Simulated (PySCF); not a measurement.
A PySCF script (with the pyscf-properties extension) for the NMR shieldings of `C#C[C@@H]1BC[C@H](F)[C@@H]1F`, C₆H₇BF₂, on a GFN2-xTB geometry:

```python
import basis_set_exchange as bse
import numpy as np
from pyscf import gto, dft
from pyscf.prop import nmr

atoms = """
C     3.125859    0.527541   -0.618132
C     2.090318    0.313185   -0.058432
C     0.815647    0.066573    0.582060
B     0.145882   -1.367134    0.417436
C    -1.398858   -1.117499    0.295516
C    -1.580774    0.372403    0.600081
F    -2.695800    0.905987   -0.000795
C    -0.287686    1.039668    0.108220
F    -0.299163    1.090389   -1.267633
H     4.039233    0.713293   -1.098533
H     0.948253    0.238435    1.660385
H     0.701909   -2.388334    0.382343
H    -1.680640   -1.272077   -0.752240
H    -2.070395   -1.742607    0.882480
H    -1.698914    0.555592    1.676326
H    -0.162471    2.073530    0.446991
"""
names = dict.fromkeys(["C", "B", "F", "H"], "pcSseg-1")
basis = {el: gto.basis.parse(bse.get_basis(n, elements=[el], fmt="nwchem")) for el, n in names.items()}
mol = gto.M(atom=atoms, basis=basis, charge=0, verbose=0)
mf = dft.RKS(mol, xc="PBE0")
mf.grids.level = 2
mf.grids.alignment = dft.numint.BLKSIZE   # the property module wants whole blocks of grid points
mf.conv_tol = 1e-9
mf.kernel()

calc = nmr.RKS(mf)   # GIAO
C = mf.mo_coeff
Co = C[:, mf.mo_occ > 0]
resp = mf.gen_response(singlet=True, hermi=2)
def vind(x):   # induced exchange potential for any number of trial vectors
    d = np.einsum("pi,xij,qj->xpq", C, 2 * x.reshape(-1, C.shape[1], Co.shape[1]), Co, optimize=True)
    return np.einsum("xpq,pi,qj->xij", resp(d - d.transpose(0, 2, 1)), C, Co, optimize=True).ravel()
mo1, _ = nmr.rhf.solve_mo1(calc, with_cphf=vind)
sigma = calc.kernel(mo1)
for i, s in enumerate(sigma):   # ppm
    w = np.linalg.eigvalsh((s + s.T) / 2)
    print("%2d %-2s iso %8.1f  s11 %8.1f  s22 %8.1f  s33 %8.1f" % (i, mol.atom_pure_symbol(i), w.mean(), *w))
```

Problem. What does it print?

Solution. 
```
 0 C  iso    109.2  s11     32.0  s22     42.0  s33    253.8
 1 C  iso    103.8  s11      1.9  s22     15.6  s33    293.9
 2 C  iso    147.0  s11    133.5  s22    143.7  s33    163.8
 3 B  iso      9.1  s11    -55.3  s22    -29.7  s33    112.3
 4 C  iso    148.7  s11    127.6  s22    151.8  s33    166.6
 5 C  iso     87.5  s11     42.9  s22     80.3  s33    139.4
 6 F  iso    392.7  s11    358.6  s22    385.8  s33    433.7
 7 C  iso     86.7  s11     65.8  s22     83.4  s33    110.9
 8 F  iso    404.2  s11    363.5  s22    416.9  s33    432.4
 9 H  iso     30.1  s11     24.8  s22     25.1  s33     40.5
10 H  iso     29.5  s11     23.0  s22     30.8  s33     34.8
11 H  iso     23.8  s11     18.6  s22     25.7  s33     27.1
12 H  iso     29.6  s11     25.2  s22     29.0  s33     34.5
13 H  iso     29.3  s11     25.1  s22     28.1  s33     34.6
14 H  iso     26.6  s11     23.8  s22     27.4  s33     28.5
15 H  iso     26.3  s11     24.1  s22     24.5  s33     30.3
```

These numbers come from an equivalent density-fitted implementation of the same equations, which agrees with the script to about 0.01 ppm for H and up to a few tenths of a ppm for heavy atoms, so last digits may differ.

Size and cost of the density-fitted run: 188 basis functions, 66 s wall time on 1 thread of an Arm Neoverse N1, shared host; peak memory 0.84 GiB.
